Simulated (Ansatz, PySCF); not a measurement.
CH5ClF2Si2, SMILES F[Si@@H](CF)[SiH2]Cl. Atoms are numbered in the order given.

```xyz
11

F     -1.8543    -0.1591    -1.2471
C     -1.9275     0.1876     0.1068
Si    -0.5769    -0.8581     0.9326
F     -0.4183    -0.3944     2.4934
Si     1.3969    -0.3824    -0.2418
Cl     1.4193     1.7019    -0.4309
H     -2.9467    -0.0152     0.4778
H     -1.7239     1.2668     0.2116
H     -0.9468    -2.3001     0.9147
H      2.6272    -0.8044     0.4823
H      1.3911    -0.9894    -1.6000
```

Geometry: B3LYP-D3(BJ)/def2-SVP. The structure was generated by enumeration; whether it is a known compound was not checked. One conformer was computed; it need not be the lowest.

Two levels are set side by side: PBE-D3(BJ)/def2-SVP (Ansatz, a quantum-chemistry and plane-wave program) and B3LYP-D3(BJ)/def2-SVP (Ansatz). Each level has its own optimised geometry; the coordinates shown are those of the second. Frequencies come from the Hessian of PySCF at each geometry. Differences are taken from unrounded values.

```
quantity                            B3LYP-D3(BJ)
----------------------------------  ------------
mean bond length (Å)                       1.604
bond F1–C2 (Å)                             1.399
bond C2–Si3 (Å)                            1.897
bond Si3–F4 (Å)                            1.636
bond Si3–Si5 (Å)                           2.346
bond Si5–Cl6 (Å)                           2.093
bond C2–H7 (Å)                             1.103
bond C2–H8 (Å)                             1.103
bond Si3–H9 (Å)                            1.489
bond Si5–H10 (Å)                           1.489
bond Si5–H11 (Å)                           1.488
highest harmonic wavenumber (cm⁻¹)          3104
mean harmonic wavenumber (cm⁻¹)              992
zero-point energy (kcal/mol)               38.28
```

### Question
What does PBE-D3(BJ) give, and how far is it from B3LYP-D3(BJ)? (The exact figures need the calculation; the answer reports its results.)

### Answer

```tsv
quantity	PBE-D3(BJ)	PBE-D3(BJ) minus B3LYP-D3(BJ)
mean bond length (Å)	1.614	0.009
bond F1–C2 (Å)	1.404	0.005
bond C2–Si3 (Å)	1.905	0.008
bond Si3–F4 (Å)	1.648	0.012
bond Si3–Si5 (Å)	2.352	0.006
bond Si5–Cl6 (Å)	2.096	0.003
bond C2–H7 (Å)	1.112	0.009
bond C2–H8 (Å)	1.112	0.009
bond Si3–H9 (Å)	1.503	0.015
bond Si5–H10 (Å)	1.503	0.014
bond Si5–H11 (Å)	1.502	0.014
highest harmonic wavenumber (cm⁻¹)	3034	-70
mean harmonic wavenumber (cm⁻¹)	960	-32
zero-point energy (kcal/mol)	37.06	-1.22
```

Exact exchange shortens and stiffens bonds; PBE has none. Differences between two approximate levels are no errors against the true value.
